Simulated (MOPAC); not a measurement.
MOPAC input (PM3):

```
PM3 FORCE THERMO(298,298) PRECISE LET UHF MS=0.5 GEO-OK AUX(PRECISION=9) THREADS=1
C2N

C    -0.00000000 1   -0.00000000 1   -1.25906551 1
N     0.00000000 1    0.00000000 1    0.00000019 1
C    -0.00000000 1   -0.00000000 1    1.25906530 1
```

Output:

```
 *******************************************************************************
 **                                                                           **
 **                              MOPAC v23.2.5                                **
 **                                                                           **
 *******************************************************************************
 ** MOPAC's Digital Object Identifier: https://doi.org/10.5281/zenodo.6511958 **
 **                                                                           **
 ** Please cite the open-source release paper for use of this MOPAC version:  **
 ** J. E. Moussa and J. J. P. Stewart (2026)                                  **
 ** MOPAC: An open-source semiempirical molecular orbital program             **
 ** J. Open Source Softw., 11(119), 8025, https://doi.org/10.21105/joss.08025 **
 *******************************************************************************

                              PM3 CALCULATION RESULTS

 *******************************************************************************
 *  PM3        - The PM3 Hamiltonian to be used
 *  GEO-OK     - OVERRIDE INTERATOMIC DISTANCE AND OTHER SAFETY CHECKS
 *  UHF        - UNRESTRICTED HARTREE-FOCK CALCULATION
 *  MS=        - IN MECI, MAGNETIC COMPONENT OF SPIN =  0.5
 *  LET        - OVERRIDE SOME SAFETY CHECKS
 *  PRECISE    - TIGHTER CRITERIA TO BE USED
 *  FORCE      - FORCE CALCULATION SPECIFIED
 *  AUX        - OUTPUT AUXILIARY INFORMATION
 *  THERMO     - THERMODYNAMIC QUANTITIES TO BE CALCULATED
 *******************************************************************************
PM3 FORCE THERMO(298,298) PRECISE LET UHF MS=0.5 GEO-OK AUX(PRECISION=9) THREADS=1
 C2N

   ATOM   CHEMICAL          X               Y               Z
  NUMBER   SYMBOL      (ANGSTROMS)     (ANGSTROMS)     (ANGSTROMS)

     1       C         -0.00000000  *  -0.00000000  *  -1.25906551  *
     2       N          0.00000000  *   0.00000000  *   0.00000019  *
     3       C         -0.00000000  *  -0.00000000  *   1.25906530  *

          CARTESIAN COORDINATES

    NO.       ATOM           X           Y           Z

     1         C         -0.0000     -0.0000     -1.2591
     2         N          0.0000      0.0000      0.0000
     3         C         -0.0000     -0.0000      1.2591

  C: (PM3): J. J. P. STEWART, J. COMP. CHEM. 10, 209 (1989).
  N: (PM3): J. J. P. STEWART, J. COMP. CHEM. 10, 209 (1989).

           Empirical Formula: C2 N  =     3 atoms

      MOLECULAR POINT GROUP   :   D*h

          UHF CALCULATION, NO. OF ALPHA ELECTRONS =    7
                           NO. OF BETA  ELECTRONS =    6

          HEAT OF FORMATION =     165.113337 KCALS/MOLE

          CARTESIAN COORDINATE DERIVATIVES

   NUMBER  ATOM         X            Y            Z

     1       C      0.002921     0.000001     0.000000
     2       N      0.000168    -0.000001     0.000000
     3       C     -0.003089     0.000000     0.000000

 DIPOLE           X         Y         Z       TOTAL
 POINT-CHG.    -0.000     0.000    -0.000     0.000
 HYBRID        -0.000    -0.000    -0.000     0.000
 SUM           -0.000    -0.000    -0.000     0.000

          GRADIENT NORM =   0.00425

          MOLECULAR WEIGHT =   38.03

          ROTATIONAL CONSTANTS IN CM(-1)

          A =    0.00000000   B =    0.44268087   C =    0.44268087

           PRINCIPAL MOMENTS OF INERTIA IN UNITS OF 10**(-40)*GRAM-CM**2

          A =        0.0000   B =       63.2346   C =       63.2346

          ORIENTATION OF MOLECULE IN FORCE CALCULATION

    NO.       ATOM         X         Y         Z

     1          C      -1.2591   -0.0000    0.0000
     2          N       0.0000   -0.0000    0.0000
     3          C       1.2591    0.0000   -0.0000

    FIRST DERIVATIVES WILL BE USED IN THE CALCULATION OF SECOND DERIVATIVES

    FOR POINT-GROUP D*h  THERE ARE 120 UNIQUE SYMMETRY FUNCTIONS.


(To convert to Hartree/Bohr^2, multiply by (10^(-21) x N x a0^2)/(4.184 x 627.51) =  0.0642)

           FORCE MATRIX IN MILLIDYNES/ANGSTROM

                  C  1       N  2       C  3
 ------------------------------------------
     C    1   8.338730
     N    2   1.995893   3.931953
     C    3   6.338348   1.966167   8.338730

          HEAT OF FORMATION =     165.113337 KCALS/MOLE

          ZERO POINT ENERGY       4.126 KCAL/MOL

           NORMAL COORDINATE ANALYSIS (Total motion = 1 Angstrom)

   Root No.       1         2         3         4

                 1 Piu     1 Piu     1 Siu     1 Sig

                 291.2     291.2     866.1    1437.7

           1    0.0000   -0.0000   -0.2692   -0.5000
           2   -0.2691   -0.0042   -0.0000   -0.0000
           3    0.0042   -0.2691   -0.0000    0.0000
           4   -0.0000    0.0000    0.4616   -0.0000
           5    0.4616    0.0072    0.0000   -0.0000
           6   -0.0072    0.4616   -0.0000   -0.0000
           7    0.0000   -0.0000   -0.2692    0.5000
           8   -0.2691   -0.0042   -0.0000    0.0000
           9    0.0042   -0.2691    0.0000   -0.0000

           MASS-WEIGHTED COORDINATE ANALYSIS (NORMAL COORDINATES)

   Root No.       1         2         3         4

                 1 Piu     1 Piu     1 Siu     1 Sig

                 291.2     291.2     866.1    1437.7

           1    0.0000   -0.0000   -0.4291   -0.7071
           2   -0.4291   -0.0073   -0.0000   -0.0000
           3    0.0073   -0.4291   -0.0000    0.0000
           4   -0.0000    0.0000    0.7948   -0.0000
           5    0.7947    0.0135    0.0000    0.0000
           6   -0.0135    0.7947   -0.0000    0.0000
           7    0.0000   -0.0000   -0.4291    0.7071
           8   -0.4291   -0.0073   -0.0000    0.0000
           9    0.0073   -0.4291    0.0000   -0.0000

          DESCRIPTION OF VIBRATIONS

 VIBRATION          2    1Piu        ATOM PAIR     ENERGY CONTRIBUTION    RADIAL
 FREQUENCY           291.17         N 2 -- C 3         +50.0% ( 81.6%)      0.0%
 TRANSITION DIPOLE   0.8155         C 1 -- N 2         +50.0% ( 81.6%)      0.0%
 TRAVEL (Ang.)       0.1902
 REDUCED MASS        6.4037
 EFFECTIVE MASS     13.2538
 FORCE CONSTANT      0.3199

 VIBRATION          3    1Siu        ATOM PAIR     ENERGY CONTRIBUTION    RADIAL
 FREQUENCY           866.11         C 1 -- N 2         +50.0% ( 95.9%)    100.0%
 TRANSITION DIPOLE   1.0869         N 2 -- C 3         +50.0% ( 95.9%)    100.0%
 TRAVEL (Ang.)       0.1103
 REDUCED MASS        6.4037
 EFFECTIVE MASS     13.2538
 FORCE CONSTANT      2.8302

 VIBRATION          4    1Sig        ATOM PAIR     ENERGY CONTRIBUTION    RADIAL
 FREQUENCY          1437.73         N 2 -- C 3         +50.0% ( 53.2%)    100.0%
 TRANSITION DIPOLE   0.0000         C 1 -- N 2         +50.0% ( 53.2%)    100.0%
 TRAVEL (Ang.)       0.0884
 REDUCED MASS        6.0055
 EFFECTIVE MASS     12.0110
 FORCE CONSTANT      7.3140

      SYMMETRY NUMBER FOR POINT-GROUP D*h =  2

          SYSTEM IS A GROUND STATE

 C2N

          MOLECULE IS LINEAR

          THERE ARE  4 GENUINE VIBRATIONS IN THIS SYSTEM
          THIS THERMODYNAMICS CALCULATION IS LIMITED TO
          MOLECULES WHICH HAVE NO INTERNAL ROTATIONS

                    CALCULATED THERMODYNAMIC PROPERTIES
                                          *
   TEMP. (K)   PARTITION FUNCTION   H.O.F.    ENTHALPY  HEAT CAPACITY ENTROPY
                                   KCAL/MOL   CAL/MOLE    CAL/K/MOL  CAL/K/MOL

 298.00  VIB.     0.1784D+01                   583.1822     4.0199     3.1074
         ROT.     0.2339D+03                   592.1869     1.9872    12.8275
         INT.     0.4174D+03                  1175.3690     6.0071    15.9349
         TRA.     0.2267D+27                  1480.4672     4.9680    36.8338
         TOT.                      165.113    2655.8362    10.9751    52.7687

   *: NOTE: HEATS OF FORMATION ARE RELATIVE TO THE
            ELEMENTS IN THEIR STANDARD STATE AT 298K
              (=  Standard Enthalpy of Formation).

            Hvib:  Zero-point energy is not included.
                   frequencies of less than zero cm-1 are not included.
            Hrot = (3/2)RT
            Htra = (3/2)RT + pV = (5/2)RT

            Heat capacity is Cp, not Cv

          For more information, see: HTTP://OpenMOPAC.net/Manual/thermochemistry.html

           FORCE CONSTANT IN CARTESIAN COORDINATES (Millidynes/A)

    ATOM   CHEMICAL       X               Y               Z
   NUMBER   SYMBOL  FORCE CONSTANT  FORCE CONSTANT  FORCE CONSTANT

      1       C        8.291573        0.110436        0.110436
      2       N        3.910459        0.441950        0.441950
      3       C        8.291573        0.110436        0.110436

 **********************
 *                    *
 * JOB ENDED NORMALLY *
 *                    *
 **********************

 == MOPAC DONE ==
```
